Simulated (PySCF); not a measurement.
**S¹⁴⁺: ionisation energy**

S¹⁴⁺ 1s2 (1S) → S¹⁵⁺ 1s1 (2S), as a difference of total energies. Computed with PySCF 2.14 in an even-tempered Gaussian basis (17 s from 9.6 bohr⁻², ratio 2.2; 7 p from 15 bohr⁻², ratio 2.4; 4 d from 44 bohr⁻², ratio 2.4; 3 f from 67 bohr⁻², ratio 2.4; 3 g from 100 bohr⁻², ratio 2.4), with the spin-free X2C one-electron Hamiltonian (Gaussian nucleus). Correlated levels: nothing frozen; virtual orbitals above 40 to 60 times the deepest correlated orbital energy dropped. The calculations carry no spin-orbit coupling.

```json
{"method": "UHF", "ionisation energy (eV)": "3223.9"}
{"method": "LDA", "ionisation energy (eV)": "3210.2"}
{"method": "PBE", "ionisation energy (eV)": "3222.7"}
{"method": "PBE0", "ionisation energy (eV)": "3223.2"}
{"method": "r2SCAN", "ionisation energy (eV)": "3225.3"}
{"method": "r2SCAN0", "ionisation energy (eV)": "3225.2"}
{"method": "MP2 (all electrons)", "ionisation energy (eV)": "3225.1"}
{"method": "SCS-MP2 (all electrons)", "ionisation energy (eV)": "3225.4"}
```

For comparison: 3223.8 eV (theoretical estimate listed by NIST; NIST Atomic Spectra Database, ionization energies).
